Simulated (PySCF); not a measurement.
Isomers of C4H9NOSi2. Method used: TDDFT CAM-B3LYP/def2-SVPD, vertical, gas phase, core orbitals frozen in the response (PySCF). Geometries: GFN2-xTB; one conformer of each isolated species. Triplets are in the Tamm–Dancoff approximation. 'Strongest' means the level of largest summed f among the lowest 8 singlets; it needn't be the same kind of state in each.

Question: Rank by computed energy of the strongest computed level, lowest first.
A. `[SiH3]N([SiH3])CC#CC=O`
B. `CC(=O)C#C[Si@H](N)[SiH3]`
C. `CO[SiH2][C@@H]1[SiH2][C@H]1C#N`
D. `CO[SiH2][C@@H]1C[Si@H]1C#N`
E. `[SiH2](/C=C(\C=N/[H])C=O)[SiH3]`

Answer: E (5.18 eV), B (5.44 eV), A (5.66 eV), D (5.91 eV), C (6.13 eV).

```tsv
SMILES	strongest (eV)	f (S1)	S1 (eV)	gap (eV)	HOMO (eV)	f (strongest)	S1 mainly
[H]/N=C\C(C=O)=C/[SiH2][SiH3]	5.18	0.000	3.36	6.99	-8.66	0.40	H→L (84%)
CC(=O)C#C[Si@H](N)[SiH3]	5.44	0.000	3.99	8.33	-9.17	0.16	H→L (51%)
O=CC#CCN([SiH3])[SiH3]	5.66	0.000	3.91	7.98	-8.85	0.14	H-1→L (95%)
CO[SiH2][C@@H]1C[Si@H]1C#N	5.91	0.339	5.91	8.67	-8.59	0.34	H→L (94%)
CO[SiH2][C@@H]1[SiH2][C@H]1C#N	6.13	0.204	6.13	8.91	-8.61	0.20	H→L (95%)
```

H and L stand for HOMO and LUMO.

- `[H]/N=C\C(C=O)=C/[SiH2][SiH3]`: Löwdin shares by element: HOMO nitrogen 40%, oxygen 21%, carbon 18% or more (atoms not listed hold the other 22%); LUMO carbon 57% or more, oxygen 13% (atoms not listed hold the other 30%).
- `CC(=O)C#C[Si@H](N)[SiH3]`: Löwdin shares by element: HOMO oxygen 31%, nitrogen 30%, carbon 19% or more (atoms not listed hold the other 20%); LUMO carbon 55% or more, oxygen 22% (atoms not listed hold the other 23%).
- `O=CC#CCN([SiH3])[SiH3]`: Löwdin shares by element: HOMO nitrogen 53%, silicon 16%, hydrogen 5% or more (atoms not listed hold the other 26%); LUMO carbon 60% or more, oxygen 27%.
- `CO[SiH2][C@@H]1C[Si@H]1C#N`: Löwdin shares by element: HOMO carbon 47% or more, silicon 31% (atoms not listed hold the other 22%); LUMO silicon 28% or more, carbon 28% or more, nitrogen 15% (atoms not listed hold the other 30%).
- `CO[SiH2][C@@H]1[SiH2][C@H]1C#N`: Löwdin shares by element: HOMO carbon 40% or more, silicon 22% or more, nitrogen 14% (atoms not listed hold the other 24%); LUMO silicon 39% or more, hydrogen 21% or more, carbon 10% or more (atoms not listed hold the other 30%).
